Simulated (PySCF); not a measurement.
## Working out the ionisation energy of Br⁺

Br⁺ [Ar] 3d10 4s2 4p4 (3P) → Br²⁺ [Ar] 3d10 4s2 4p3 (4S). All numbers are calculated (PySCF 2.14, the spin-free X2C one-electron Hamiltonian (Gaussian nucleus), in aug-cc-pVDZ-DK (6s5p3d, 36 functions)). Frozen: [Ar] 3d10. Energies in hartree (1 hartree = 27.21139 eV):

```csv
part,Br⁺ (lower),Br²⁺ (upper)
UHF,-2603.903970,-2603.161868
MP2 opposite-spin,-0.055585,-0.042307
MP2 same-spin,-0.018188,-0.014899
```

Problem. What does Hartree-Fock give?

Solution. (-2603.161868) − (-2603.903970) = 0.742102 hartree = 20.194 eV.

Problem. What do MP2 and SCS-MP2 (6/5 opposite-spin, 1/3 same-spin) give?

Solution. The opposite-spin parts differ by 0.361 eV and the same-spin parts by 0.089 eV. MP2: 20.194 + (0.361) + (0.089) = 20.644 eV. SCS-MP2: 20.194 + 1.2 × (0.361) + (0.089)/3 = 20.657 eV.

Measured between the centres of the two terms (NIST): 21.409 eV, so MP2 (valence) is off by -0.765 eV.

A double-zeta basis recovers only part of the correlation energy.

What remains against the reference includes basis incompleteness, the frozen core and correlation beyond second order.
